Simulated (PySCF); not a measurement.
Telling isomers of C$_{10}$H$_{16}$ apart by NMR

PySCF 2.14 calculation with GFN2-xTB structure and shieldings: GIAO PBE0/pcSseg-1; fast rotation and ring inversion assumed for equivalent nuclei, non-relativistic, isolated molecule, a single conformation.

Scale: $^{1}$H (31.72 ppm), $^{13}$C (186.93 ppm) against TMS (reference shieldings calculated alike). Where no couplings were computed, multiplicities follow the n + 1 count of equivalent neighbours, and m marks all less simple cases (inequivalent or close neighbours, rings, F or P nearby). Shifts are as computed. Against solution values, carbons near 30 ppm lie about +3 ppm off and those near 130 ppm about +5 ppm. Of 1211 compounds with measured shifts, 218 miss one by over three times the rms of a fit or turn the order of signals round; such compounds aren't used in these exercises.

(1) Tabulate the signals of `C1C[C@@H]2C[C@@H]2[C@@H](C2CC2)C1`, `CC(C)(C)[C@H]1C=CC=CC1` and their relative energies.

(2) What is the quickest way to tell C1C[C@@H]2C[C@@H]2[C@@H](C2CC2)C1 from CC(C)(C)[C@H]1C=CC=CC1?

Answers

(1) 
```tsv
SMILES	carbon types	δC	δH	E rel. (kcal/mol)
C1C[C@@H]2C[C@@H]2[C@@H](C2CC2)C1	4×CH 6×CH2	42.0, 29.3, 29.2, 21.7, 19.6, 18.7, 14.1, 12.4, 7.5, 6.3	2.15 (m, 1H), 1.59 (m, 1H), 1.39 (m, 1H), 1.35 (m, 1H), 1.18 (m, 1H), 1.07 (m, 1H), 1.06 (m, 1H), 1.02 (m, 1H), 0.95 (m, 1H), 0.84 (m, 1H), 0.71 (m, 1H), 0.59 (m, 1H), 0.45 (m, 1H), 0.22 (m, 1H), 0.10 (m, 1H), -0.25 (m, 1H)	10.8
CC(C)(C)[C@H]1C=CC=CC1	1×C 5×CH 1×CH2 3×CH3	135.8, 134.5, 132.1, 131.5, 46.1, 33.7, 29.2, 27.4	6.24 (m, 1H), 6.21 (m, 1H), 6.10 (m, 1H), 6.01 (m, 1H), 2.25 (m, 1H), 2.21 (m, 1H), 2.06 (m, 1H), 0.93 (s, 9H)	0.0
```

Energies are electronic energies at PBE0/pcSseg-1 on these geometries, without zero-point or thermal terms, each for the one conformer computed, which needn't be the lowest.

(2) Count the carbon signals: 10 against 8. The first has a three-membered-ring carbon (CH) at 12.4 ppm, the second an alkene CH at 135.8 ppm. Their most deshielded carbons lie at 42.0 and 135.8 ppm. In the proton spectra the most deshielded non-exchanging signals are 2.15 (m, 1H) and 6.24 (m, 1H).
